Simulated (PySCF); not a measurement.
(3R,4R)-3,4-difluorocyclobutene (C4H4F2), SMILES C1[C@H]([C@@H](C=1)F)F.

Geometry: PBE-D3(BJ)/def2-SVP.

Two levels are set side by side: PBE/def2-TZVP (PySCF) and PBE0/def2-TZVP (PySCF). Same geometry, gas phase. Differences are taken from unrounded values.

```
quantity                      PBE0
---------------------------  -----
orbital gap (eV)              7.59
highest occupied level (eV)  -8.37
lowest empty level (eV)      -0.78
dipole moment (D)             2.02
mean polarisability (bohr³)   45.1
```

Question: What does PBE give, and how far is it from PBE0? (The exact figures need the calculation; the answer reports its results.)

Answer: 
```json
[
 {"quantity": "orbital gap (eV)", "PBE": "5.39", "PBE minus PBE0": "-2.20"},
 {"quantity": "highest occupied level (eV)", "PBE": "-7.21", "PBE minus PBE0": "1.16"},
 {"quantity": "lowest empty level (eV)", "PBE": "-1.82", "PBE minus PBE0": "-1.04"},
 {"quantity": "dipole moment (D)", "PBE": "1.88", "PBE minus PBE0": "-0.13"},
 {"quantity": "mean polarisability (bohr³)", "PBE": "46.6", "PBE minus PBE0": "1.4"}
]
```

Without exact exchange PBE keeps part of each electron's self-repulsion, which lifts occupied levels and narrows the gap. Loosely held outer electrons make PBE densities more polarisable. Differences between two approximate levels are no errors against the true value.

Rough cost on one machine, each run with all the roots and properties that it gave: PBE0 against PBE within a factor of 2.
